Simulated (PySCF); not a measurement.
## Interval between two levels of Co³⁺ by level of theory

Co³⁺ [Ar] 3d6 [5D4, M_J = 4] → Co³⁺ [Ar] 3d5 4s1 [7S3, M_J = 3], as a difference of total energies. All numbers are calculated (PySCF 2.14, the two-component X2C-1e Hamiltonian, in x2c-TZVPall-2c with one added diffuse shell each of s, p, d type (7s8p5d1f, 63 functions)). Correlated levels: [Ne] frozen. "Screened" scales the spin-orbit matrix elements by Boettger's factors to mimic the two-electron term; Breit and QED terms are absent.

```
                    method  interval between two levels (cm⁻¹)
           GHF (spin-free)                               83515
          GMP2 (spin-free)                               90831
 GHF (screened spin-orbit)                               84108
GMP2 (screened spin-orbit)                               91433
```

The labels give the starting determinants; with spin-orbit coupling the two ends relaxed to ⟨J²⟩ = 20.00, ⟨L²⟩ = 6.01, ⟨S²⟩ = 6.00 and ⟨J²⟩ = 12.00, ⟨L²⟩ = 0.00, ⟨S²⟩ = 12.00.
